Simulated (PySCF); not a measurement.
GaCl2, SMILES [Cl][Ga+][Cl], charge +1.

The structure is a stationary point at PBE0-D3(BJ)/def2-TZVP. The multiplicity is an assumed one; other spin states were not compared. The isomer is the one that the SMILES or the coordinates give; other isomers of the formula were not compared.

Method: TDDFT-B3LYP/def2-SVPD run with PySCF.

Vertical excitations; the highest root listed may be one member of a degenerate set. The molecule is in vacuum. State labels are in the subgroup D2h.

Computed lowest excited states:
```tsv
state	symmetry	energy (eV)	λ (nm)	f	main pairs
S1	B2g	4.96	250	0.000	HOMO−1→LUMO (degenerate set)
S2	B3g	4.96	250	0.000	HOMO→LUMO (degenerate set)
S3	B2u	5.54	224	0.021	HOMO−3→LUMO (degenerate set)
S4	B3u	5.54	224	0.021	HOMO−2→LUMO (degenerate set)
S5	Au	6.62	187	0.000	HOMO→LUMO+2 50 %, HOMO−1→LUMO+1 50 %
S6	B1u	6.69	185	0.000	HOMO→LUMO+1, HOMO−1→LUMO+2 (degenerate set)
S7	Au	6.69	185	0.000	HOMO−1→LUMO+1, HOMO→LUMO+2 (degenerate set)
S8	B1u	6.87	181	0.000	HOMO−4→LUMO 41 %, HOMO−1→LUMO+2 29 %, HOMO→LUMO+1 29 %
S9	B1g	7.10	175	0.000	HOMO−3→LUMO+2 50 %, HOMO−2→LUMO+1 50 %
S10	Ag	7.22	172	0.000	HOMO−2→LUMO+2 50 %, HOMO−3→LUMO+1 50 %
T1	B3g	4.54	273	0	HOMO→LUMO (degenerate set)
T2	B2g	4.54	273	0	HOMO−1→LUMO (degenerate set)
T3	B2u	5.00	248	0	HOMO−3→LUMO (degenerate set)
T4	B3u	5.00	248	0	HOMO−2→LUMO (degenerate set)
```
Triplets are in the Tamm–Dancoff approximation, which puts them higher than full response would, so one can lie above its singlet here.
